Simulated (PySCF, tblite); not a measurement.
Species: C7H6ClF3O.
Cartesian coordinates in Å at the GFN2-xTB level; atoms count from 1:
```
atom  x, y, z in Å
C1     0.6152    2.5373    0.1646
C2     0.2593    1.4060    0.7436
C3    -0.1973    0.1873    0.0186
C4    -1.5457   -0.2884    0.5316
F5    -2.3261    0.7554    0.8612
F6    -1.4287   -1.0314    1.6447
F7    -2.2429   -1.0061   -0.3489
C8     0.1875   -0.1062   -1.3925
C9     0.8636   -0.8752   -0.2868
C10    0.5443   -2.3028   -0.1056
O11   -0.3062   -2.9410   -0.6281
Cl12   1.6453   -3.0568    1.0541
H13    0.5917    2.6715   -0.9032
H14    0.9344    3.3834    0.7463
H15    0.2670    1.3054    1.8209
H16   -0.5182   -0.6531   -2.0008
H17    0.7768    0.6213   -1.9267
H18    1.8712   -0.6004   -0.0047
```

The calculation used PBE0/pcSseg-1 in PySCF (dipole) on a GFN2-xTB geometry, gas phase.

Masses are those of the commonest isotopes; rigid-rotor values at the optimised geometry. The values belong to one conformer with, in the numbering `[CH2:1]=[CH:2][C@@:3]1([C:4]([F:5])([F:6])[F:7])[CH2:8][C@@H:9]1[C:10](=[O:11])[Cl:12]`, C1–C2–C3–C4 -126°, C8–C9–C10–O11 -9°.

What are A, B and C (MHz)?

Ia = 429.94, Ib = 800.57, Ic = 950.92 u·Å²; 505379 MHz·u·Å²/I gives A = 1175, B = 631.3, C = 531.5 MHz.

Classify the top.

An asymmetric top; Ray's κ = -0.690.

What does the inertial defect say?

Not planar: Δ = Ic − Ia − Ib = -279.59 u·Å². For a rigid frame Δ = −2 Σ m c², so Σ m c² = 139.79 u·Å² lies off the ab plane: 14.08 from hydrogen and 125.71 from heavier atoms. The atom farthest from that plane is 2.31 Å away.

Give the other two planar moments, Paa and Pbb, and the rms extents of the mass along the axes.

Paa = Σ m a² = (Ib + Ic − Ia)/2 = 660.78 and Pbb = Σ m b² = (Ia + Ic − Ib)/2 = 290.15 u·Å². With the mass M = 198.01 u, the rms extents √(P/M) along a, b and c are 1.83, 1.21, 0.84 Å.

List the rotational levels J(Ka,Kc) to J = 5 (MHz).

Above 0(0,0):
J = 1: 1(0,1) 1163, 1(1,1) 1707, 1(1,0) 1807
J = 2: 2(0,2) 3476, 2(1,2) 3933, 2(1,1) 4232, 2(2,1) 5865, 2(2,0) 5877
J = 3: 3(0,3) 6915, 3(1,3) 7264, 3(1,2) 7862, 3(2,2) 9353, 3(2,1) 9414, 3(3,1) 12331, 3(3,0) 12332
J = 4: 4(0,4) 11451, 4(1,4) 11693, 4(1,3) 12684, 4(2,3) 13994, 4(2,2) 14170, 4(3,2) 17004, 4(3,1) 17011, 4(4,1) 21143, 4(4,0) 21143
J = 5: 5(0,5) 17058, 5(1,5) 17211, 5(1,4) 18682, 5(2,4) 19780, 5(2,3) 20162, 5(3,3) 22851, 5(3,2) 22878, 5(4,2) 26984, 5(4,1) 26985, 5(5,1) 32305, 5(5,0) 32305
Those of J = 1 are B + C, A + C and A + B.

Predict some low-J microwave lines.

The dipole components are |μa| = 2.14 D, |μb| = 3.99 D, |μc| = 0.77 D. Intensities carry the squares of the components, which stand as 0.29 : 1.00 : 0.04 (a : b : c). Some lines, for components of 0.1 D or more:

| type | branch | J(Ka,Kc) | MHz | lower level (cm⁻¹) |
| --- | --- | --- | --- | --- |
| c | Q | 2(1,2) ← 2(0,2) | 457 | 0.116 |
| c | Q | 1(1,1) ← 1(0,1) | 544 | 0.039 |
| b | Q | 1(1,0) ← 1(0,1) | 644 | 0.039 |
| b | Q | 2(1,1) ← 2(0,2) | 756 | 0.116 |
| a | R | 1(0,1) ← 0(0,0) | 1163 | 0.000 |
| c | Q | 2(2,1) ← 2(1,1) | 1633 | 0.141 |
| b | Q | 2(2,0) ← 2(1,1) | 1645 | 0.141 |
| b | R | 1(1,1) ← 0(0,0) | 1707 | 0.000 |
| b | R | 2(0,2) ← 1(1,1) | 1769 | 0.057 |
| c | R | 1(1,0) ← 0(0,0) | 1807 | 0.000 |
| b | Q | 2(2,1) ← 2(1,2) | 1932 | 0.131 |
| a | R | 2(1,2) ← 1(1,1) | 2226 | 0.057 |
| a | R | 2(0,2) ← 1(0,1) | 2313 | 0.039 |
| a | R | 2(1,1) ← 1(1,0) | 2425 | 0.060 |
| b | R | 2(1,2) ← 1(0,1) | 2770 | 0.039 |
| c | R | 2(1,1) ← 1(0,1) | 3069 | 0.039 |
| b | R | 2(2,1) ← 1(1,0) | 4058 | 0.060 |
| c | R | 2(2,0) ← 1(1,0) | 4070 | 0.060 |
| c | R | 2(2,1) ← 1(1,1) | 4158 | 0.057 |
| b | R | 2(2,0) ← 1(1,1) | 4170 | 0.057 |

Estimate the classical rotational partition function at 25 K, 100 K and 500 K.

Point group C1, symmetry number σ = 1; q = (√π/σ)·√((kT/h)³/(ABC)), k/h = 20836.6 MHz/K: 33600 at 25 K, 268000 at 100 K, 3000000 at 500 K.

Its GFN2-xTB frequencies are all real (lowest 23 cm⁻¹). These are rigid-rotor constants of the computed structure; measured ground-state constants (B0) also hold zero-point vibration. Quadrupole hyperfine structure (35Cl) is left out.
